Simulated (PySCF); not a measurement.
**`InChI=1S/C3H5FO3S/c1-2-3(4)7-8(5)6-2/h2-3H,1H3/t2-,3-,8-/m0/s1`**

Molfile (atoms numbered from 1):
```
C3H5FO3S
     RDKit          3D

 13 13  0  0  0  0  0  0  0  0999 V2000
    1.1680    0.6024    0.4625 C   0  0  0  0  0  0  0  0  0  0  0  0
    0.5636   -0.4217   -0.4887 C   0  0  2  0  0  0  0  0  0  0  0  0
    0.2910    0.1447   -1.7483 O   0  0  0  0  0  0  0  0  0  0  0  0
   -1.2878    0.6397   -1.8886 S   0  0  0  0  0  4  0  0  0  0  0  0
   -1.4701    1.8551   -1.1644 O   0  0  0  0  0  0  0  0  0  0  0  0
   -1.7583   -0.6717   -0.9034 O   0  0  0  0  0  0  0  0  0  0  0  0
   -0.8044   -0.9758    0.0190 C   0  0  2  0  0  0  0  0  0  0  0  0
   -1.1231   -0.4144    1.2315 F   0  0  0  0  0  0  0  0  0  0  0  0
    0.4813    1.4345    0.5978 H   0  0  0  0  0  0  0  0  0  0  0  0
    2.0965    0.9750    0.0382 H   0  0  0  0  0  0  0  0  0  0  0  0
    1.3677    0.1448    1.4272 H   0  0  0  0  0  0  0  0  0  0  0  0
    1.2609   -1.2512   -0.6571 H   0  0  0  0  0  0  0  0  0  0  0  0
   -0.7896   -2.0608    0.1953 H   0  0  0  0  0  0  0  0  0  0  0  0
  1  2  1  0
  2  3  1  0
  4  3  1  1
  4  5  2  0
  4  6  1  0
  6  7  1  0
  7  8  1  0
  7  2  1  0
  1  9  1  0
  1 10  1  0
  1 11  1  0
  2 12  1  6
  7 13  1  1
M  END
```

Level of theory: TDDFT B3LYP/def2-SVPD circular dichroism and optical rotation, one conformer, gas phase in PySCF 2.14.0. Geometry: GFN2-xTB.

States above about 8.4 eV (minus the energy of the highest occupied orbital) lie near or above the ionisation threshold and depend on the basis.

Problem. Draw the ECD and absorption spectra from the lowest 16 states, each a Gaussian of half-width 0.2 eV at 1/e height.

Solution. 
| E (eV) | λ (nm) | Δε (L mol⁻¹ cm⁻¹) | ε (L mol⁻¹ cm⁻¹) |
| --- | --- | --- | --- |
| 5.32 | 233 | -0.03 | 3.03 |
| 5.42 | 229 | -0.26 | 28.8 |
| 5.52 | 225 | -1.49 | 166 |
| 5.62 | 221 | -5.22 | 578 |
| 5.72 | 217 | -11.04 | 1220 |
| 5.82 | 213 | -14.19 | 1570 |
| 5.92 | 209 | -11.10 | 1240 |
| 6.02 | 206 | -5.54 | 677 |
| 6.12 | 203 | -2.51 | 475 |
| 6.22 | 199 | -2.19 | 618 |
| 6.32 | 196 | -2.26 | 684 |
| 6.42 | 193 | -1.56 | 477 |
| 6.52 | 190 | -0.66 | 202 |
| 6.62 | 187 | -0.17 | 52.2 |
| 6.72 | 185 | 0.00 | 9.16 |
| 6.82 | 182 | +0.16 | 8.33 |
| 6.92 | 179 | +0.75 | 34.1 |
| 7.02 | 177 | +2.04 | 94 |
| 7.12 | 174 | +3.31 | 164 |
| 7.22 | 172 | +3.06 | 212 |
| 7.32 | 169 | +1.50 | 320 |
| 7.42 | 167 | +1.49 | 653 |
| 7.52 | 165 | +4.37 | 1310 |
| 7.62 | 163 | +5.17 | 2260 |
| 7.72 | 161 | -0.89 | 3270 |
| 7.82 | 159 | -5.33 | 3900 |
| 7.92 | 157 | +4.53 | 4090 |
| 8.02 | 155 | +23.60 | 4480 |
| 8.12 | 153 | +36.74 | 5470 |
| 8.22 | 151 | +38.32 | 6440 |
| 8.32 | 149 | +30.01 | 6390 |
| 8.42 | 147 | +16.33 | 5530 |
| 8.52 | 146 | +2.34 | 4940 |
| 8.62 | 144 | -12.08 | 5530 |

Δε uses R in velocity form, ε uses f in length form. Only the states computed contribute, so the short-wavelength end is incomplete.
